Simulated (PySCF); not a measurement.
## EPR parameters of C3H7O3S

C3H7O3S (doublet state).
Geometry (PBE0-D3(BJ)/def2-SVP, Å), atoms numbered from 1 in this order:
```xyz
14
C3H7O3S angstrom
C     -0.5838    1.5414    0.3468
C     -0.5115    0.3319   -0.4945
C     -1.1994   -0.8964    0.0733
S      1.2429   -0.0556   -0.8537
O      1.8916    1.1499   -1.3195
O      1.3351   -1.3056   -1.5970
O      1.7969   -0.3692    0.6485
H     -0.6269    1.4405    1.4337
H     -0.3914    2.5245   -0.0848
H     -0.8664    0.5443   -1.5191
H     -0.8068   -1.1297    1.0742
H     -2.2780   -0.7038    0.1653
H     -1.0516   -1.7674   -0.5796
H      2.0479   -1.3057    0.6571
```

The hyperfine couplings belong to this conformer and change with its torsions.

As a line formula: `[CH2][C@H](C)S(=O)(=O)O` [radical].

Method: PySCF, UKS B3LYP, IGLO-III on C O S, pcH-1 on H, non-relativistic, mean-field spin-orbit, GIAO. Geometry: PBE0-D3(BJ)/def2-SVP, one conformer, isolated molecule. Stability of the SCF solution: not tested.

| Quantity | Value |
| --- | --- |
| g1, g2, g3 | 2.00223, 2.00242, 2.00342 |
| g_iso | 2.00269 |
| Form of g | rhombic: the two nearest values differ by 16 % of g3 − g1 |
| ⟨S²⟩ | 0.7543 (exact 0.7500) |
| HOMO–LUMO gap, α and β orbitals | 6.57, 5.98 eV |
| Total energy | -742.49399 Eh |

Isotropic coupling and dipolar principal values T1 to T3, in mT (MHz turned into mT with g_iso):

```json
{"atom": "C1", "isotope": "13C", "a_iso": "3.39", "of which spin–orbit": "-0.01", "T1": "-2.78", "T2": "-2.74", "T3": "5.52", "Mulliken spin population": "1.05"}
{"atom": "C2", "isotope": "13C", "a_iso": "-0.95", "of which spin–orbit": "0.00", "T1": "-0.12", "T2": "-0.02", "T3": "0.14", "Mulliken spin population": "-0.08"}
{"atom": "C3", "isotope": "13C", "a_iso": "0.35", "of which spin–orbit": "0.00", "T1": "-0.06", "T2": "-0.06", "T3": "0.11", "Mulliken spin population": "0.01"}
{"atom": "S4", "isotope": "33S", "a_iso": "3.07", "of which spin–orbit": "-0.01", "T1": "-0.23", "T2": "-0.23", "T3": "0.46", "Mulliken spin population": "0.05"}
{"atom": "O5", "isotope": "17O", "a_iso": "-0.02", "of which spin–orbit": "0.00", "T1": "-0.14", "T2": "0.05", "T3": "0.09", "Mulliken spin population": "0.01"}
{"atom": "O6", "isotope": "17O", "a_iso": "-0.10", "of which spin–orbit": "0.00", "T1": "-0.43", "T2": "0.22", "T3": "0.22", "Mulliken spin population": "0.03"}
{"atom": "O7", "isotope": "17O", "a_iso": "-0.02", "of which spin–orbit": "0.00", "T1": "-0.13", "T2": "0.05", "T3": "0.08", "Mulliken spin population": "0.01"}
{"atom": "H8", "isotope": "1H", "a_iso": "-2.15", "of which spin–orbit": "0.00", "T1": "-1.32", "T2": "-0.03", "T3": "1.36", "Mulliken spin population": "-0.05"}
{"atom": "H9", "isotope": "1H", "a_iso": "-2.17", "of which spin–orbit": "0.00", "T1": "-1.32", "T2": "-0.05", "T3": "1.36", "Mulliken spin population": "-0.05"}
{"atom": "H10", "isotope": "1H", "a_iso": "1.65", "of which spin–orbit": "0.00", "T1": "-0.18", "T2": "-0.15", "T3": "0.32", "Mulliken spin population": "0.02"}
{"atom": "H11", "isotope": "1H", "a_iso": "-0.07", "of which spin–orbit": "0.00", "T1": "-0.10", "T2": "-0.09", "T3": "0.19", "Mulliken spin population": "0.00"}
{"atom": "H12", "isotope": "1H", "a_iso": "-0.07", "of which spin–orbit": "0.00", "T1": "-0.13", "T2": "-0.09", "T3": "0.22", "Mulliken spin population": "0.00"}
{"atom": "H13", "isotope": "1H", "a_iso": "0.11", "of which spin–orbit": "0.00", "T1": "-0.07", "T2": "-0.05", "T3": "0.11", "Mulliken spin population": "0.00"}
{"atom": "H14", "isotope": "1H", "a_iso": "-0.03", "of which spin–orbit": "0.00", "T1": "-0.08", "T2": "-0.04", "T3": "0.13", "Mulliken spin population": "0.00"}
```

Largest spin populations (Mulliken): C1 (+1.05) and C2 (-0.08). C1 is the only atom above +0.15. The positive populations add up to 1.18 and the negative ones to -0.18, together 2S = 1. The angles at C1 add up to 358.8°, so it is planar; its axial dipolar tensor and the negative couplings of its protons fit spin in a p orbital normal to that plane.

Under fast tumbling the dipolar parts average out, and these isotropic splittings remain: 2 × 1H (H8/H9, I = 1/2, 3 lines) with 2.16 mT, 1 × 1H (H10, I = 1/2, 2 lines) with 1.65 mT and 1 × 1H (H14, I = 1/2, 2 lines) with 0.03 mT.

Means are taken over nuclei equivalent by connectivity, which assumes that they swap fast.

The 13C coupling of C1 (94.9 MHz) shows only in satellite lines or after enrichment, since that isotope makes up about 1.07 % of natural carbon.

The 33S coupling of S4 (86.0 MHz) shows only in satellite lines or after enrichment, since that isotope makes up about 0.76 % of natural sulfur.

Examples of negative spin density at the nucleus (bohr⁻³): C2 (-0.0236) and H8/H9 (-0.0135).

The run took 1.9 min wall on one thread of an x86-64 server, shared host.
